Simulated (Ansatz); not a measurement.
Calculated with Ansatz (gas phase, PBE0-D4/def2-TZVP geometries, no zero-point term in ΔE). CBS: MP2 limit from def2 TZ/QZ plus the TZ coupled-cluster correction, frozen cores. Functionals use def2-TZVPP. B3LYP here is the variant with VWN-RPA as its local correlation; programs differ in this. def2 core potentials past Kr. For Sn outer-core shells are correlated without core-valence functions, which leaves a few kJ/mol of doubt a bond. Each species was taken in one conformer, which may not be the lowest.

Consider the redistribution: `C#[C][SnH2][CH3]` + `C[O][Al]([OH])[SiH3]` → `C#[C][SnH]([CH3])[CH3]` + `[OH][Al]([OH])[SiH3]`.

Q: Is it downhill or uphill in electronic energy at CCSD(T)/CBS, and by how much? (Estimate.)

A: Ansatz gave: Downhill: ΔE = -95.8 kJ/mol.

Q: What do these levels give: PBE-D4, PBE0-D4, B2PLYP, r2SCAN, PBE0, B3LYP, MP2/def2-TZVPP, SCS-MP2/def2-TZVPP, HF/def2-QZVPP, MP2/def2-QZVPP, SCS-MP2/def2-QZVPP, HF/CBS(def2)? (Best estimate.)

A: Ansatz gave: PBE-D4 -82.7, PBE0-D4 -83.1, B2PLYP -84.9, r2SCAN -83.8, PBE0 -82.3, B3LYP -78.3, MP2/def2-TZVPP -99.2, SCS-MP2/def2-TZVPP -90.3, HF/def2-QZVPP -69.2, MP2/def2-QZVPP -103.5, SCS-MP2/def2-QZVPP -94.5, HF/CBS(def2) -69.1 kJ/mol.

Largest T1 diagnostic among the species: 0.013.

In def2-TZVPP, CCSD(T) changes the Hartree–Fock value by −19.1 kJ/mol (the triples alone add −2.0 kJ/mol) and MP2 by −30.0 kJ/mol.
